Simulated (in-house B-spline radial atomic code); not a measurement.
How numerical settings move a run on Cr²⁺, [Ar] 3d4. Computed with an all-electron radial atomic-structure program (B-spline basis): non-relativistic TPSSh, spin-polarised, spherical fractional occupations, point nucleus.

Command:
```bash
python run_scf.py task.json out
```
Settings of the sound reference run:
```
Z                24
electrons        22
configuration    [Ar] 3d4
hamiltonian      nr
method           tpssh
spin_polarised   True
knot_spacing     0.22
spline_order     8
gauss_points     12
box_radius       22.22
max_iterations   70
damping          0.5
damped_steps     3
diis_vectors     10
tolerance        1e-08
start            Thomas-Fermi
```

Run time, properties included: 0.4 s on 1 thread of Arm Neoverse N1, on a shared host.

It converges in 7 iterations to -1043.562343 hartree, with 3d up at -24.7416 eV. The other runs change the listed settings, some to values that make no sense; their results aren't properties of the atom or ion. Radii are in bohr (the nuclear one in fm), a minus after a letter asks for a j subshell, and «unchanged» means within 1e-8 hartree. The run stops when the residual is below 10 × tolerance × max(1, Z/10), or a noise floor if that is larger, and the energy moves by less than 1e-8 × √|E| hartree; so very loose and very tight tolerances often act alike.

```tsv
changed settings	outcome
spline_order = 7, gauss_points = 8, max_iterations = 12	converged in 7 iterations, energy +8.36e-06 hartree from the reference, 3d up level +2.6e-05 eV
diis_vectors = 20	converged in 7 iterations, energy unchanged
damping = 0	converged in 7 iterations, energy unchanged, 3d up level +4.0e-06 eV
box_radius = 2.22, max_iterations = 50, damping = 0.95, damped_steps = 30, tolerance = 1e-05	converged in 31 iterations, energy +1.17e+00 hartree from the reference, 3d up level +1.5e+01 eV (the program warns: 3d up reaches the box edge; 3s up reaches the box edge)
damping = 0.2	converged in 7 iterations, energy unchanged, 3d up level +1.0e-05 eV
electrons = 23, configuration = [Ar] 3d4 2f1, max_iterations = 100	stopped with error: there is no 2f shell
damped_steps = 8	converged in 11 iterations, energy unchanged, 3d up level +2.4e-06 eV
damped_steps = 0	converged in 7 iterations, energy unchanged, 3d up level +4.1e-06 eV
electrons = 23, configuration = [Ar] 3d4 4p-1, max_iterations = 60	stopped with error: j subshells need the Dirac Hamiltonian and l > 0
spline_order = 6, gauss_points = 6, max_iterations = 100, tolerance = 1e-10	converged in 10 iterations, energy +3.68e-06 hartree from the reference, 3d up level -2.3e-06 eV
hamiltonian = dirac, method = tpss,tpss, spin_polarised = False, nucleus = fermi, rms_radius = 3.6452, mass_number = 52, atomic_mass = 51.9405, speed_of_light = 137.036	stopped with error: meta-GGAs are not served with the Dirac Hamiltonian
knot_spacing = 1.4, max_iterations = 75, tolerance = 1e-13	converged in 9 iterations, energy +4.39e+01 hartree from the reference, 3d up level -6.7e+00 eV (the program warns: 3d up reaches the box edge; 1s up reaches the box edge)
```

(1) What happens with damping = 0.8?

(2) What happens with diis_vectors = 0?

(3) What happens with diis_vectors = 1?

(4) What happens with box_radius = 2.22, max_iterations = 50, damping = 0.95, damped_steps = 30?

## Answers

(1) Converged in 9 iterations, energy unchanged, 3d up level +3.1e-06 eV.

(2) Converged in 15 iterations, energy unchanged, 3d up level +2.2e-06 eV.

(3) Converged in 8 iterations, energy unchanged, 3d up level +6.4e-06 eV.

(4) Converged in 35 iterations, energy +1.17e+00 hartree from the reference, 3d up level +1.5e+01 eV (the program warns: 3d up reaches the box edge; 3s up reaches the box edge).
